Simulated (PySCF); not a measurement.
# Xe⁺ (xenon, charge +1) across methods

[Kr] 4d10 5s2 5p5, 2P determinant. All numbers are calculated (PySCF 2.14, scalar relativity through the core potential, in aug-cc-pVTZ-PP with one added diffuse shell each of d, f type with ECP28MDF (6s5p5d3f, 67 functions)).

| method | E (hartree) | mean ε 5s β (eV) | mean ε 5p α (eV) | mean ε 5p β (eV) | Σ⟨r²⟩ (bohr²) | ⟨S²⟩ |
| --- | --- | --- | --- | --- | --- | --- |
| B97-3 | -328.9757 | -30.599 | -18.765 | -17.929 | 48.73 | 0.753 |
| PBEsol | -328.5881 | -28.759 | -17.361 | -16.581 | 48.76 | 0.752 |
| PW91 | -329.0040 | -28.789 | -17.405 | -16.640 | 48.80 | 0.752 |
| r2SCAN | -329.0299 | -29.156 | -17.809 | -16.931 | 48.67 | 0.755 |
| PBE | -328.8894 | -28.696 | -17.354 | -16.578 | 48.82 | 0.752 |
| LDA | -328.4543 | -29.057 | -17.464 | -16.733 | 48.80 | 0.751 |
| PBE0 | -328.9221 | -30.573 | -18.764 | -17.915 | 48.76 | 0.754 |
| UHF | -327.87734 | -34.987 | -22.002 | -20.872 | 49.22 | 0.760 |
| M06 | -328.9733 | -30.236 | -18.513 | -17.676 | 48.93 | 0.753 |

Energies and moments cover only the electrons outside the core potential.
